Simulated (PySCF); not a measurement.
**Bonding in `CN(C)B(N(C)C)N(C)C`**

Species: C6H18BN3.
SMILES with atom numbers: `[CH3:1][N:2]([CH3:3])[B:4]([N:5]([CH3:6])[CH3:7])[N:8]([CH3:9])[CH3:10]` (hydrogens: H11, H12, H13 on C1; H14, H15, H16 on C3; H17, H18, H19 on C6; H20, H21, H22 on C7; H23, H24, H25 on C9; H26, H27, H28 on C10)

Structure used (PBE0-D3(BJ)/def2-SVP), in Å, numbered top down from 1:
```xyz
28
C6H18BN3 angstrom
C      2.6385   -0.1060   -0.9979
N      1.4412   -0.8165   -0.6434
C      1.6563   -2.2034   -0.3371
B      0.1431   -0.1937   -0.5963
N     -1.0336   -0.9503   -0.9403
C     -1.0367   -1.9833   -1.9387
C     -2.3127   -0.7322   -0.3236
N      0.0220    1.1872   -0.2040
C      0.8873    1.8047    0.7622
C     -0.9752    2.0695   -0.7430
H      3.1501   -0.5873   -1.8545
H      2.3970    0.9238   -1.2917
H      3.3748   -0.0635   -0.1700
H      2.0362   -2.7818   -1.2034
H      2.3995   -2.3229    0.4757
H      0.7204   -2.6686   -0.0015
H     -1.2811   -2.9820   -1.5238
H     -0.0536   -2.0473   -2.4231
H     -1.7854   -1.7747   -2.7282
H     -3.0807   -0.3749   -1.0390
H     -2.7049   -1.6665    0.1238
H     -2.2259    0.0100    0.4807
H      1.5711    1.0605    1.1910
H      0.3060    2.2446    1.5963
H      1.4979    2.6245    0.3325
H     -1.5492    1.5602   -1.5281
H     -1.6892    2.4325    0.0238
H     -0.5116    2.9676   -1.1964
```

Bond orders from the PBE0/pcSseg-1 density (PySCF). Isolated species at its PBE0-D3(BJ)/def2-SVP geometry, gas phase.

Q: Where do the orders between heavy atoms depart from those drawn in the SMILES?

A: The largest departure is 0.034, at N2–B4 (drawn single, 1.034), B4–N5 (drawn single, 1.034) and B4–N8 (drawn single, 1.034).

Q: Give the Mayer order of every bond between heavy atoms, beside its length.

A: 
```
  bond  drawn as  length (Å)  Mayer order
 C1–N2    single       1.437        0.985
 N2–C3    single       1.437        0.985
 N2–B4    single       1.441        1.034
 B4–N5    single       1.441        1.034
 N5–C6    single       1.437        0.985
 N5–C7    single       1.437        0.985
 B4–N8    single       1.441        1.034
 N8–C9    single       1.437        0.985
N8–C10    single       1.436        0.985
```

Q: And the bonds to hydrogen?

A: C–H: 0.96 to 0.97 (18 bonds).

Q: Sum the orders of all bonds at each heavy atom with more than one neighbour and set the sums beside the valence in the SMILES.

A: C1 3.870 (drawn 4), N2 3.004 (drawn 3), C3 3.870 (drawn 4), B4 3.102 (drawn 3), N5 3.004 (drawn 3), C6 3.870 (drawn 4), C7 3.869 (drawn 4), N8 3.004 (drawn 3), C9 3.870 (drawn 4), C10 3.870 (drawn 4). Orders between atoms that aren't bonded are not in these sums.

Mayer orders depend on the basis set.
